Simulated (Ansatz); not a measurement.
`[NH2][Ga]([SH])[SiH2]F`. The species carries charge 0 and has multiplicity 1.

```xyz
10

N     0.683    1.205    1.285
Ga    0.417    0.206   -0.203
S     1.878    0.422   -1.850
Si   -1.445   -1.302   -0.392
F    -2.327   -1.207    0.952
H     1.441    1.851    1.418
H     0.067    1.170    2.079
H     2.632    1.332   -1.208
H    -2.333   -0.962   -1.535
H    -1.013   -2.716   -0.545
```

**Question.** What are the harmonic wavenumbers in cm⁻¹ at PBE0-D4/def2-TZVP (Ansatz, finite differences of forces, unscaled)? (An estimate is asked.)

**Answer.** The calculation gave: 26, 61, 115, 138, 190, 218, 225, 333, 385, 405, 472, 648, 709, 731, 732, 844, 879, 944, 1559, 2216, 2224, 2712, 3615, 3723.

**Question.** Is this a minimum?

**Answer.** Yes, all 24 modes are real.

**Question.** Give the ideal-gas thermochemistry at 298.15 K and 1 bar (rigid rotor, harmonic oscillator; point group Cs, symmetry number 1).

**Answer.** Zero-point energy 144.2 kJ/mol; H(298) − E = 171.4 kJ/mol; entropy 411.8 J/(mol·K), of which translation 172.8, rotation 120.7, vibration 118.3; G(298) − E = 48.6 kJ/mol. Modes under 100 cm⁻¹ are hindered rotations or soft bends, so the harmonic entropy is rough.
